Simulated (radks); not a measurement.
Results of a calculation; reference values are marked as such.
Ca+, 19 electrons, occupied as [Ar] 4s1.

Code: a radial shooting solver on a logarithmic mesh with Libxc functionals. Model: scalar-relativistic Kohn-Sham, LDA (Slater exchange, Perdew-Wang correlation), spin-polarised, spherical densities, point nucleus; open shells are filled with parallel spins first.

Energy parts (eV):
total: -18461.895
kinetic: 18576.075
electron-nucleus: -43764.526
Hartree: 7655.862
exchange-correlation: -929.305

Orbitals (lengths in bohr, moments of r in powers of bohr; r(max) is where P^2 peaks):
orbital  occ.  eigenvalue (eV)   r(max)     <r^2>
1s up       1        -3945.064  0.05040  0.007978
1s down     1        -3945.026  0.05040  0.007978
2s up       1        -420.1508   0.3007    0.1583
2s down     1        -420.1128   0.3007    0.1583
2p up       3        -341.6153   0.2465    0.1335
2p down     3        -341.5794   0.2465    0.1335
3s up       1         -53.8007   0.9926     1.549
3s down     1         -53.7041   0.9927     1.543
3p up       3         -34.9354    1.046     1.909
3p down     3         -34.8047    1.045     1.890
4s up       1          -9.4965    3.106     14.15
4s down     0          -8.5669    3.093     14.65

The highest occupied level is 4s up at -9.496 eV. For comparison, the ionisation energy in NIST's Atomic Spectra Database is 11.872 eV (measured). In exact Kohn-Sham theory the highest level is minus the ionisation energy, but local and semilocal functionals leave it too shallow, through self-interaction and a potential that decays too fast; potentials with the right tail come closer. The density falls to 0.001 e/bohr^3 at r = 4.29 bohr.
